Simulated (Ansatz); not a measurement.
# Nudged elastic band run: H3InS2

The input (input.yaml):

```yaml
crystal:
  periodic: [false, false, false]
  atoms:
    - { symbol: S, position_ang: [-1.858991, -0.491956, 0.168328] }
    - { symbol: In, position_ang: [0.391117, 0.123371, -0.512175] }
    - { symbol: S, position_ang: [1.916506, 0.44844, 1.343595] }
    - { symbol: H, position_ang: [-2.302312, -0.561176, -1.119357] }
    - { symbol: H, position_ang: [0.891025, 0.319654, -2.155012] }
    - { symbol: H, position_ang: [0.962656, 0.161677, 2.274621] }
basis:
  gaussian: { orbitals: def2-SVP }
hamiltonian:
  xc: pbe
neb:
  order_check: false
  images: 7
  f_tol: 0.05
  max_iterations: 60
  spring: 0.5
  final_atoms:
    - { symbol: S, position_ang: [-1.8883584, -0.47221058, -0.76070569] }
    - { symbol: In, position_ang: [0.45797847, 0.15093491, -0.83504099] }
    - { symbol: S, position_ang: [1.58982478, 0.37511334, 1.3021691] }
    - { symbol: H, position_ang: [-1.92027395, -0.51741569, 0.601174] }
    - { symbol: H, position_ang: [1.2797018, 0.42455316, -2.3282416] }
    - { symbol: H, position_ang: [0.48112831, 0.03903486, 2.02064519] }
  initial_path:
    images:
      - { positions_ang: [[-1.858991, -0.491956, 0.168328], [0.391117, 0.123371, -0.512175], [1.916506, 0.44844, 1.343595], [-2.302312, -0.561176, -1.119357], [0.891025, 0.319654, -2.155012], [0.962656, 0.161677, 2.274621]] }
      - { positions_ang: [[-1.87941014, -0.33039642, 0.07280166], [0.40238119, 0.17058146, -0.54565753], [1.88199217, 0.38130467, 1.34523846], [-2.21594879, -0.71314581, -0.90657026], [0.92559464, 0.36490916, -2.18295281], [0.88539193, 0.12675696, 2.21714048]] }
      - { positions_ang: [[-1.89982927, -0.16883684, -0.02272467], [0.41364538, 0.21779191, -0.57914006], [1.84747833, 0.31416934, 1.34688192], [-2.12958558, -0.86511562, -0.69378352], [0.96016428, 0.41016431, -2.21089361], [0.80812786, 0.09183691, 2.15965995]] }
      - { positions_ang: [[-1.92024841, -0.00727727, -0.11825101], [0.42490957, 0.26500237, -0.6126226], [1.8129645, 0.247034, 1.34852537], [-2.04322237, -1.01708543, -0.48099677], [0.99473392, 0.45541947, -2.23883442], [0.73086379, 0.05691687, 2.10217943]] }
      - { positions_ang: [[-1.94066755, 0.15428231, -0.21377735], [0.43617376, 0.31221282, -0.64610513], [1.77845067, 0.17989867, 1.35016883], [-1.95685916, -1.16905525, -0.26821003], [1.02930356, 0.50067462, -2.26677523], [0.65359972, 0.02199682, 2.0446989]] }
      - { positions_ang: [[-1.92759026, -0.00234091, -0.35050943], [0.44162494, 0.27189334, -0.69333909], [1.7312942, 0.22870234, 1.3381689], [-1.94771286, -1.00614536, -0.05086402], [1.09190312, 0.48164426, -2.28214182], [0.61048187, 0.02625633, 2.03868547]] }
      - { positions_ang: [[-1.91451297, -0.15896414, -0.48724152], [0.44707612, 0.23157387, -0.74057306], [1.68413772, 0.27750601, 1.32616896], [-1.93856656, -0.84323547, 0.16648198], [1.15450268, 0.46261389, -2.29750842], [0.56736401, 0.03051584, 2.03267204]] }
      - { positions_ang: [[-1.90143569, -0.31558736, -0.6239736], [0.45252729, 0.19125439, -0.78780703], [1.63698125, 0.32630967, 1.31416903], [-1.92942025, -0.68032558, 0.38382799], [1.21710224, 0.44358353, -2.31287501], [0.52424616, 0.03477535, 2.02665861]] }
      - { positions_ang: [[-1.8883584, -0.47221058, -0.76070569], [0.45797847, 0.15093491, -0.83504099], [1.58982478, 0.37511334, 1.3021691], [-1.92027395, -0.51741569, 0.601174], [1.2797018, 0.42455316, -2.3282416], [0.48112831, 0.03903486, 2.02064519]] }
```

Launched with:

```bash
$ ansatz run input.yaml --threads 1 --pin off --max-ram 2048MiB --backend cpu --events-out ev --progress --plain --runs-dir out
```

Output, in part (warnings, iteration lines, the closing report on the highest movable image, with atoms numbered from 0):

```
NEB end point (image 0): max|allowed force component| = 3.842e-3 eV/Å (the criterion of neb.relax_end_points is 1.000e-2)
NEB end point (image 8): max|allowed force component| = 9.591e-3 eV/Å (the criterion of neb.relax_end_points is 1.000e-2)
NEB iter   1: max|band force component| = 2.501e1 eV/Å  barrier→ = 4.9547 eV  barrier← = 4.9538 eV  Δτ_max = 0.1959 Å  (220 SCF iters)
NEB iter   2: max|band force component| = 5.956e0 eV/Å  barrier→ = 0.7772 eV  barrier← = 0.7763 eV  Δτ_max = 0.2000 Å  (218 SCF iters)
NEB iter   3: max|band force component| = 3.200e0 eV/Å  barrier→ = 0.3273 eV  barrier← = 0.3265 eV  Δτ_max = 0.2000 Å  (203 SCF iters)
NEB iter   4: max|band force component| = 6.530e-1 eV/Å  barrier→ = 0.1715 eV  barrier← = 0.1706 eV  Δτ_max = 0.1955 Å  (189 SCF iters)
NEB iter   5: max|band force component| = 4.912e-1 eV/Å  barrier→ = 0.1623 eV  barrier← = 0.1614 eV  CI = image 4  Δτ_max = 0.0995 Å  (186 SCF iters)
NEB iter   6: max|band force component| = 8.214e-2 eV/Å  barrier→ = 0.1625 eV  barrier← = 0.1617 eV  CI = image 4  Δτ_max = 0.0235 Å  (181 SCF iters)
NEB iter   7: max|band force component| = 5.512e-2 eV/Å  barrier→ = 0.1625 eV  barrier← = 0.1616 eV  CI = image 4  Δτ_max = 0.0229 Å  (178 SCF iters)
NEB iter   8: max|band force component| = 4.025e-2 eV/Å  barrier→ = 0.1624 eV  barrier← = 0.1616 eV  CI = image 4  Δτ_max = 0.0000 Å  (355 SCF iters)
Total energy: -26878.51097035 eV, -987.7670592513 hartree
Atom 0 at    -2.020337     0.162662    -0.200094 Å, force    -0.002664     0.001723    -0.000459 eV/Å
Atom 1 at     0.389404     0.299715    -0.669376 Å, force     0.001362     0.000068     0.000001 eV/Å
Atom 2 at     1.798654     0.162373     1.301685 Å, force     0.002449     0.000412     0.000338 eV/Å
Atom 3 at    -1.980399    -1.196085    -0.322364 Å, force     0.000686    -0.001377     0.001120 eV/Å
Atom 4 at     1.093661     0.506774    -2.238808 Å, force     0.000072     0.000120    -0.000604 eV/Å
Atom 5 at     0.719018     0.064571     2.128957 Å, force    -0.001905    -0.000945    -0.000396 eV/Å
Dipole moment:     0.014152    -0.151195    -0.135301 e Å
```

The run converged. Another band between the same ends (7 images) ends at a top of the same energy, where a vibrational analysis finds 1 clearly imaginary mode.

Final band (atoms are numbered from 1 in the order of the input):

```json
{"image": "0", "path coordinate (Å)": "0.00", "energy (eV)": "0.000", "dihedral H4–S1–In2–S3 (°)": "-180"}
{"image": "1", "path coordinate (Å)": "0.39", "energy (eV)": "0.023", "dihedral H4–S1–In2–S3 (°)": "-159"}
{"image": "2", "path coordinate (Å)": "0.77", "energy (eV)": "0.078", "dihedral H4–S1–In2–S3 (°)": "-136"}
{"image": "3", "path coordinate (Å)": "1.16", "energy (eV)": "0.137", "dihedral H4–S1–In2–S3 (°)": "-113"}
{"image": "4", "path coordinate (Å)": "1.55", "energy (eV)": "0.162", "dihedral H4–S1–In2–S3 (°)": "-90"}
{"image": "5", "path coordinate (Å)": "1.95", "energy (eV)": "0.134", "dihedral H4–S1–In2–S3 (°)": "-65"}
{"image": "6", "path coordinate (Å)": "2.35", "energy (eV)": "0.070", "dihedral H4–S1–In2–S3 (°)": "-40"}
{"image": "7", "path coordinate (Å)": "2.76", "energy (eV)": "0.017", "dihedral H4–S1–In2–S3 (°)": "-17"}
{"image": "8", "path coordinate (Å)": "3.15", "energy (eV)": "0.001", "dihedral H4–S1–In2–S3 (°)": "0"}
```

The run took 88 s on 1 CPU thread of a shared host.
